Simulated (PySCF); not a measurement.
Compound: C₅H₁₀P₂.
Atom-mapped SMILES: `[CH3:1][C:2]#[C:3][P:4]([CH3:5])[CH2:6][PH2:7]` (hydrogens: H8, H9, H10 on C1; H11, H12, H13 on C5; H14, H15 on C6; H16, H17 on P7)

Structure used (GFN2-xTB), in Å, numbered top down from 1:
```
atom  x, y, z in Å
C1    -3.0356   -0.6320    0.9193
C2    -1.7661   -0.1064    0.4715
C3    -0.6997    0.2826    0.0661
P4     0.8394    1.0154   -0.3920
C5     0.7593    0.6539   -2.2105
C6     1.9338   -0.4251    0.0868
P7     2.1615   -0.5864    1.9230
H8    -3.5026   -1.2170    0.1269
H9    -3.7005    0.1866    1.1943
H10   -2.8853   -1.2721    1.7888
H11   -0.0032    1.2881   -2.6596
H12    1.7204    0.8923   -2.6643
H13    0.5147   -0.3913   -2.3959
H14    1.5354   -1.3689   -0.3010
H15    2.9253   -0.2715   -0.3541
H16    0.8092   -0.4545    2.2415
H17    2.3869    0.7712    2.1491
```

Computed, not measured: PySCF, TDDFT CAM-B3LYP/def2-SVPD, vertical, gas phase, core orbitals frozen in the response. GFN2-xTB frequencies show an imaginary mode (36i cm⁻¹), so this geometry is no minimum at that level.

Frontier orbitals with the atoms that hold most of them (Löwdin shares over 4%, at most four atoms; ? is withheld):

```csv
orbital,ε (eV),atoms
HOMO-3,-9.78,"C3 32%, C2 24%, P4 20%, C1 5%"
HOMO-2,-9.02,"C3 38%, C2 34%, C1 7%, P7 5%"
HOMO-1,-8.35,?
HOMO,-7.84,"P4 42%, C3 17%, C2 16%, C6 8%"
LUMO,1.00,?
LUMO+1,1.15,"P4 19%, C2 14%, C5 14%, C3 12%"
LUMO+2,1.38,"C1 28%, C2 13%, H9 11%, H10 8%"
```

Give the leading atoms of the HOMO-1.

P7 (bonded to C and 2 H) 57%; C6 (bonded to 2 P and 2 H) 12%; P4 (bonded to 3 C) 8%; H16 (bonded to P) 7%. By element: phosphorus 65%, carbon 12% or more, hydrogen 7% or more.

Which atoms hold the LUMO, and with what shares?

P7 (bonded to C and 2 H) 13%; C6 (bonded to 2 P and 2 H) 12%; C2 (bonded to 2 C) 11%; P4 (bonded to 3 C) 11%. By element: phosphorus 24%, carbon 23% or more.

How does S1 compare with the orbital gap of 8.84 eV?

S1 is at 5.46 eV (f = 0.025), 3.38 eV below the gap, made of HOMO→LUMO+1 (71%). Its leading pair isn't HOMO and LUMO; the energies of that pair differ by 8.99 eV. 

Next come S2 at 5.89 eV (f 0.073), HOMO→LUMO (57%), HOMO-2→LUMO+1 (10%), HOMO→LUMO+2 (9%); S3 at 6.31 eV (f 0.026), HOMO-1→LUMO (63%), HOMO-1→LUMO+1 (14%); S4 at 6.45 eV (f 0.013), HOMO-2→LUMO (35%), HOMO-2→LUMO+3 (15%); S5 at 6.50 eV (f 0.0063), HOMO→LUMO+2 (34%), HOMO→LUMO (22%).

One conformer stands for the species.
